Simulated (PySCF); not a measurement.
Task: Write Cartesian coordinates for TMS (`C[Si](C)(C)C`) as optimised with GFN2-xTB.

Result: 
```xyz
17
C4H12Si angstrom
C     -0.407   -1.213   -1.419
Si    -0.001   -0.001   -0.002
C      0.008    1.786   -0.675
C     -1.320   -0.155    1.370
C      1.716   -0.416    0.722
H     -1.380   -1.004   -1.853
H     -0.419   -2.242   -1.070
H      0.327   -1.148   -2.217
H      0.242    2.502    0.106
H     -0.958    2.058   -1.089
H      0.746    1.908   -1.462
H     -2.312    0.075    0.994
H     -1.351   -1.160    1.779
H     -1.117    0.526    2.192
H      1.746   -1.426    1.117
H      2.493   -0.337   -0.033
H      1.977    0.259    1.531
```

Any rigid rotation of these coordinates is as good. Atoms count from 1 in this order. Si2 (four-coordinate silicon) is tetrahedral (angles from 109.4° to 109.6°). All 4 C–Si bonds measure 1.909 Å.

Bonds between heavy atoms (Å): C1–Si2 1.909, Si2–C3 1.909, Si2–C4 1.909, Si2–C5 1.909.

Structure optimised with GFN2-xTB, isolated species.

Point group: Td (every atom within 0.08 Å of its image). No GFN2-xTB frequencies stand behind this structure, so it isn't proved a minimum.

All values are computed, not measured.
